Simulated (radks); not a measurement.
Se I, configuration [Ar] 3d9 4s2 4p4 5p1 (not the ground configuration). All-electron calculation, non-relativistic Kohn-Sham, Tao-Mo meta-GGA, spin-unpolarised, spherical densities, point nucleus; meta-GGA in the generalised Kohn-Sham scheme. Program: a radial shooting solver on a logarithmic mesh with Libxc functionals.

Unscreened Slater integrals over Kohn-Sham orbitals (cm^-1).

integral    value
F0(5p,5p)   25314
F2(5p,5p)   14102
F0(5p,4p)   32010
F2(5p,4p)  4612.3
G0(5p,4p)  815.07
G2(5p,4p)  999.02
F0(5p,4s)   32221
G1(5p,4s)  1219.5
F0(5p,3d)   32981
F2(5p,3d)  1137.8
G1(5p,3d)  286.95
G3(5p,3d)  271.77
F0(4p,4p)   98961
F2(4p,4p)   51932
F0(4p,4s)  106310
G1(4p,4s)   71184
F0(4p,3d)  128990
F2(4p,3d)   26022
G1(4p,3d)  8524.6
G3(4p,3d)  7850.0
F0(4s,4s)  115760
F0(4s,3d)  147790
G2(4s,3d)   11925
F0(3d,3d)  332200
F2(3d,3d)  159410
F4(3d,3d)  100360

Derived for the open shells (J is the average intra-shell exchange parameter used in DFT+U). 3d: Racah B = F2/49 - 5 F4/441 = 2115 cm^-1, C = 35 F4/441 = 7965 cm^-1, C/B = 3.77, F4/F2 = 0.630, J = (F2 + F4)/14 = 18550 cm^-1. 4p: J = F2/5 = 10390 cm^-1; in LS coupling 1D lies 6 F2/25 = 12460 cm^-1 above 3P. 5p: J = F2/5 = 2820 cm^-1.
